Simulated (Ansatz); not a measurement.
`O[Si](O)(O)CCC(F)(F)C(F)(F)C(F)(F)C(F)(F)C(F)(F)C(F)(F)F` with charge -1. Charge -1, multiplicity 2. Geometry PBE-D4/def2-SVP, that of the neutral singlet; atoms count from 1.

```xyz
32

O     0.621   -0.408   -3.156
Si   -0.799   -1.277   -3.345
O    -1.386   -1.207   -4.905
O    -0.461   -2.883   -3.008
C    -2.231   -0.610   -2.310
C    -2.298   -1.028   -0.835
C    -1.100   -0.737    0.058
F    -1.353   -1.253    1.300
F     0.034   -1.357   -0.417
C    -0.753    0.768    0.260
F    -1.808    1.377    0.845
F    -0.566    1.345   -0.975
C     0.554    1.137    1.053
F     1.619    0.746    0.310
F     0.556    2.492    1.142
C     0.711    0.545    2.487
F     1.056   -0.758    2.385
F    -0.476    0.650    3.134
C     1.766    1.251    3.416
F     1.328    2.494    3.717
F     1.807    0.512    4.552
C     3.229    1.364    2.885
F     4.020    1.773    3.888
F     3.302    2.260    1.888
F     3.665    0.174    2.443
H     0.541    0.385   -2.600
H    -0.780   -1.556   -5.580
H     0.217   -2.981   -2.315
H    -3.140   -1.003   -2.812
H    -2.288    0.492   -2.422
H    -3.174   -0.578   -0.325
H    -2.416   -2.129   -0.758
```

Single mean-field runs in def2-TZVP are fitted with def2-universal-jkfit. The highest occupied level of the charge -1 doublet lies above zero (up to 2.52 eV). By energy differences it is unbound by 1.20 eV (vertical, against the charge 0 singlet, at PBE0-D4/def2-TZVP) and held by the finite basis.

Problem. Estimate the Mulliken populations of the heavy atoms from the PBE0/def2-TZVP orbitals of Ansatz.

Solution. 
```tsv
atom	charge (e)	spin (α − β)
O1	-0.51	-0.02
Si2	0.76	-0.03
O3	-0.52	-0.03
O4	-0.53	-0.02
C5	-0.28	-0.08
C6	-0.12	-0.07
C7	0.19	0.12
F8	-0.19	0.00
F9	-0.19	0.00
C10	0.24	0.17
F11	-0.18	0.00
F12	-0.18	0.01
C13	0.22	0.11
F14	-0.16	0.00
F15	-0.17	0.00
C16	0.22	0.09
F17	-0.17	0.00
F18	-0.16	0.00
C19	0.23	0.12
F20	-0.16	0.00
F21	-0.16	0.01
C22	0.37	0.02
F23	-0.16	0.00
F24	-0.14	0.00
F25	-0.15	0.00
```
Mulliken values depend strongly on the basis.

Problem. Where does the spin sit?

Solution. Summed by element: O -0.07, Si -0.03, C 0.49, F 0.01, H 0.61, of 1 unpaired in all. Largest on single atoms: C10 0.17, H26 0.15, C19 0.12.

Problem. And the Mayer bond orders between heavy atoms (over 0.3)?

Solution. O1–Si2 1.22 (1.68 Å); Si2–O3 1.19 (1.67 Å); Si2–O4 1.19 (1.68 Å); Si2–C5 0.98 (1.89 Å); C5–C6 1.01 (1.53 Å); C6–C7 0.96 (1.52 Å); C7–F8 1.06 (1.37 Å); C7–F9 1.01 (1.38 Å); C7–C10 1.00 (1.56 Å); C10–F11 1.06 (1.35 Å); C10–F12 0.95 (1.38 Å); C10–C13 1.00 (1.57 Å); C13–F14 1.05 (1.36 Å); C13–F15 1.03 (1.36 Å); C13–C16 0.97 (1.56 Å); C16–F17 1.07 (1.35 Å); C16–F18 1.04 (1.36 Å); C16–C19 0.98 (1.57 Å); C19–F20 1.11 (1.35 Å); C19–F21 1.04 (1.36 Å); C19–C22 0.98 (1.56 Å); C22–F23 1.13 (1.34 Å); C22–F24 1.15 (1.34 Å); C22–F25 1.16 (1.34 Å).
